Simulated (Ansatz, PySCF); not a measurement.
Conformers of C2H6OSi (SMILES C=C[SiH2]O), B3LYP-D3(BJ)/def2-TZVP minima from an xTB search, which can miss the lowest.
Conformer 1 (charge 0, multiplicity 1):
```xyz
10

C      1.63479     0.06456     0.61277
C      0.74133     0.30751    -0.34593
Si    -0.93714    -0.49209    -0.38172
O     -2.16328     0.61896    -0.33313
H      1.42125    -0.61839     1.42907
H      2.61636     0.52728     0.62715
H      1.01599     1.00224    -1.13727
H     -1.16038    -1.22543    -1.64485
H     -0.99504    -1.42383     0.77371
H     -2.17388     1.23919     0.40020
```

Rows in 6-31G* carry no dispersion term and start afresh at each structure (6-31G* with six Cartesian d functions).

The values were computed with Ansatz (Gaussian orbitals); PySCF for 6-31G* rows. 

Electronic energies of 5 conformers above conformer 1 (kcal/mol):

| level | conformer 1 | conformer 2 | conformer 3 | conformer 4 | conformer 5 |
|---|---|---|---|---|---|
| PBE/def2-TZVPP | 0.00 | 0.50 | 0.50 | 0.45 | 0.75 |
| B3LYP/6-31G* | 0.00 | 1.05 | 0.72 | 0.76 | 0.91 |
| wB97M-V/def2-TZVPP | 0.00 | 0.40 | 0.42 | 0.42 | 0.76 |

Question: Give Boltzmann populations at 298.15 K for each level, counting each conformer once and leaving out zero-point, thermal and symmetry terms.

Answer: 
Weights exp(−E/RT) with RT = 0.5925 kcal/mol, divided by their sum:
- PBE/def2-TZVPP: 38 %, 17 %, 16 %, 18 %, 11 %
- B3LYP/6-31G*: 51 %, 9 %, 15 %, 14 %, 11 %
- wB97M-V/def2-TZVPP: 36 %, 18 %, 18 %, 18 %, 10 %
The share of conformer 1 runs from 36 to 51 % over these levels.

Ansatz is an electronic-structure program.
